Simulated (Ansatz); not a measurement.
Molecular dynamics of C4H5NO2

The input (input.yaml):

```yaml
crystal:
  periodic: [false, false, false]
  atoms:
    - { symbol: C, position_ang: [-0.268146, -2.182642, 2.536839] }
    - { symbol: C, position_ang: [-0.586608, -1.661803, 1.496706] }
    - { symbol: O, position_ang: [-1.02741, -1.133215, 0.306914] }
    - { symbol: C, position_ang: [-0.151169, -0.03711, -0.130217] }
    - { symbol: "N", position_ang: [0.923156, 0.474859, 0.425511] }
    - { symbol: O, position_ang: [-0.72647, 0.383061, -1.339042] }
    - { symbol: C, position_ang: [0.067096, 1.5014, -1.901336] }
    - { symbol: H, position_ang: [0.013911, -2.650386, 3.466286] }
    - { symbol: H, position_ang: [1.077784, -0.080578, 1.330493] }
    - { symbol: H, position_ang: [-0.438813, 1.775085, -2.845881] }
    - { symbol: H, position_ang: [0.082151, 2.367677, -1.20969] }
    - { symbol: H, position_ang: [1.111417, 1.188452, -2.102485] }
basis:
  gaussian: { orbitals: STO-3G }
hamiltonian:
  xc: b3lyp
  dispersion: d4
md:
  timestep: 0.5
  n_steps: 400
  ensemble: nvt_nose_hoover
  temperature: 300.0
  initial_velocities: maxwell_boltzmann
  seed: 999224
  nose_hoover: { tau: 300.0, chain_length: 3 }
scf:
  lower_state_search: "off"
```

Run as:

```bash
$ ansatz run input.yaml --threads 1 --pin off --max-ram 2048MiB --backend cpu --events-out ev --progress --plain --runs-dir out
```

It starts from a relaxed structure.

Output, in part (step lines, the closing report, with atoms numbered from 0):

```
md step     0: t =     0.00 fs  T =   300.0 K  F+E_penalty+E_count = -9682.08932576 eV  E_kin = 0.387780 eV  conserved = -9681.70154576 eV  (15 SCF iters)
[... lines left out ...]
Total energy: -9681.80196100 eV, -355.7996595058 hartree
Atom 0 at    -0.339436    -2.318495     2.499406 Å, force     0.041519     0.190091    -0.084990 eV/Å
Atom 1 at    -0.543643    -1.699004     1.488151 Å, force    -0.028770     0.265360     0.200263 eV/Å
Atom 2 at    -1.009578    -1.021407     0.401382 Å, force    -0.768575    -0.827771    -0.473632 eV/Å
Atom 3 at    -0.110043    -0.039045    -0.127000 Å, force     0.783355     1.285761     0.112513 eV/Å
Atom 4 at     0.883072     0.602547     0.455477 Å, force    -0.455156     0.994126    -3.165398 eV/Å
Atom 5 at    -0.636791     0.282337    -1.386257 Å, force    -0.056896    -0.087323     0.080926 eV/Å
Atom 6 at     0.000428     1.501683    -1.941951 Å, force     0.216423    -0.353623     0.174523 eV/Å
Atom 7 at    -0.151634    -2.783509     3.441597 Å, force     0.154095    -0.368431     0.349685 eV/Å
Atom 8 at     1.006259     0.181259     1.360506 Å, force     0.430987    -1.327755     3.044388 eV/Å
Atom 9 at    -0.733901     1.853763    -2.678048 Å, force    -0.295827     0.653952     0.084071 eV/Å
Atom 10 at     0.310520     2.220521    -1.150378 Å, force    -0.567278     0.004339    -0.169241 eV/Å
Atom 11 at     0.907646     1.259701    -2.507747 Å, force     0.546123    -0.428726    -0.153107 eV/Å
Dipole moment:     0.056373     0.078556     0.003816 e Å
```

The steps, from the saved trajectory:

```
time (fs)  T (K)  potential energy less start (eV)  conserved less start (meV/atom)
      0.0    300                             0.000                             0.00
      6.5    160                             0.183                             0.17
     13.0    145                             0.203                             0.21
     19.5    226                             0.097                             0.03
     26.0    111                             0.247                             0.20
     32.5    137                             0.214                             0.20
     39.0    195                             0.138                             0.05
     45.5     80                             0.289                             0.25
     52.0    137                             0.215                             0.18
     58.5    149                             0.200                             0.09
     65.0     56                             0.323                             0.28
     71.5    132                             0.223                             0.15
     78.0    143                             0.210                             0.12
     84.5    103                             0.265                             0.28
     91.0    173                             0.174                             0.11
     97.5    130                             0.231                             0.15
    104.0    101                             0.270                             0.26
    110.5    190                             0.155                             0.09
    117.0    138                             0.225                             0.17
    123.5    146                             0.218                             0.23
    130.0    197                             0.151                             0.07
    136.5    105                             0.275                             0.21
    143.0    129                             0.245                             0.19
    149.5    168                             0.195                             0.06
    156.0     82                             0.311                             0.25
    162.5    146                             0.229                             0.16
    169.0    171                             0.198                             0.05
    175.5     96                             0.300                             0.25
    182.0    140                             0.243                             0.14
    188.5    178                             0.196                             0.03
    195.0    103                             0.298                             0.25
```

The run went to its last step. The conserved energy stayed within 0.31 meV per atom of its start (net change 0.29 meV per atom), so the integration is sound. The mean temperature of the second half is 53 % below the set value. A run of 0.2 ps of so small a system gives no equilibrium averages. Limits of this set-up: minimal basis.

The same pairs are bonded in the first frame and the last. Pairs count as bonded within 1.25 times the sum of covalent radii (0.12 Å more for H–H).

Last frame:

```xyz
12
Properties=species:S:1:pos:R:3
C -0.339 -2.318 2.499
C -0.544 -1.699 1.488
O -1.010 -1.021 0.401
C -0.110 -0.039 -0.127
N 0.883 0.603 0.456
O -0.637 0.282 -1.386
C 0.000 1.502 -1.942
H -0.152 -2.784 3.442
H 1.006 0.181 1.361
H -0.734 1.854 -2.678
H 0.310 2.220 -1.150
H 0.908 1.260 -2.508
```

The run took 8.5 min on 1 thread of Intel(R) Xeon(R) 6975P-C (Granite Rapids) (shared host), peak memory 0.12 GiB.
